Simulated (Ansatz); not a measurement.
Reaction (cleavage of the Si–Si bond): `C=C([SiH3])[SiH2][SiH3]` + `[SiH3]S[SiH2]S` → `[SiH3]S[SiH2]S[SiH3]` + `C=C([SiH3])[SiH3]`

Computed with Ansatz on PBE0-D4/def2-TZVP structures; ΔE is electronic, products minus reactants. CBS: MP2 limit from def2 TZ/QZ plus the TZ coupled-cluster correction, frozen cores. Each species was taken in one conformer, which may not be the lowest.

| species | MP2/def2-TZVPP energy (Eh) |
| --- | --- |
| `C=C([SiH3])[SiH2][SiH3]` | -949.09426 |
| `[SiH3]S[SiH2]S` | -1377.15785 |
| `[SiH3]S[SiH2]S[SiH3]` | -1667.41642 |
| `C=C([SiH3])[SiH3]` | -658.86447 |

Work out ΔE.

ΔE = (-1667.41642) + (-658.86447) − (-949.09426) − (-1377.15785) = -0.02878 Eh = -75.6 kJ/mol. CCSD(T)/CBS gives -67.7 kJ/mol.

Largest T1 diagnostic among the species: 0.013.

From PBE to PBE0 (25 % exact exchange), in def2-TZVPP and without D4, ΔE moves by −5.5 kJ/mol. The D4 term adds −6.9 kJ/mol with B3LYP and −3.5 kJ/mol with PBE0; it sums over pairs of atoms, weighted by their polarisabilities, and B3LYP, whose exchange is more repulsive, gets the larger term.

B3LYP here is the variant with VWN-RPA as its local correlation; programs differ in this.
